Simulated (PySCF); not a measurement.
# What binds SiBr: the parts of the energy along the bond

State: ²Π, doublet, unpaired electrons π ↑. ROHF-based CCSD(T) in PySCF 2.14 with Si cc-pV(T+d)Z, Br cc-pVTZ-PP with ECP10 and Si cc-pV(Q+d)Z, Br cc-pVQZ-PP with ECP10 (frozen core orbitals: 14; scalar-relativistic core potentials). Correlation energies are extrapolated as n⁻³ (n = 3, 4), Hartree–Fock as (n+1)·exp(−9√n). All energies in eV from Si + Br.

| R (Å) | HF/CBS | CCSD corr. | (T) | total |
| --- | --- | --- | --- | --- |
| 1.9730 | -1.958 | -1.119 | -0.1481 | -3.225 |
| 2.0627 | -2.396 | -1.092 | -0.1509 | -3.639 |
| 2.1524 | -2.613 | -1.066 | -0.1537 | -3.833 |
| 2.2421 | -2.676 | -1.042 | -0.1567 | -3.874 |
| 2.3318 | -2.632 | -1.020 | -0.1597 | -3.811 |
| 2.4439 | -2.478 | -0.995 | -0.1635 | -3.636 |
| 2.5560 | -2.255 | -0.972 | -0.1674 | -3.395 |

A fit to the total gives Re = 2.2275 Å, De = 3.876 eV, ωe = 424.7 cm⁻¹, Be = 0.1645 cm⁻¹ (masses 27.9769 and 78.9183 u).

Question: At R = 2.2421 Å the CCSD correlation energy is -0.267269 hartree in the smaller basis and -0.288798 in the larger. Extrapolate it.

Answer: (4³·E4 − 3³·E3)/(4³ − 3³) = -0.30451 hartree; the larger basis holds 94.8 % of it.

The T1 diagnostic is 0.022. The state was picked by a PBE0 search and need not be the measured ground state. Spin–orbit coupling, excitations beyond (T) and corrections to the Born–Oppenheimer picture are left out.
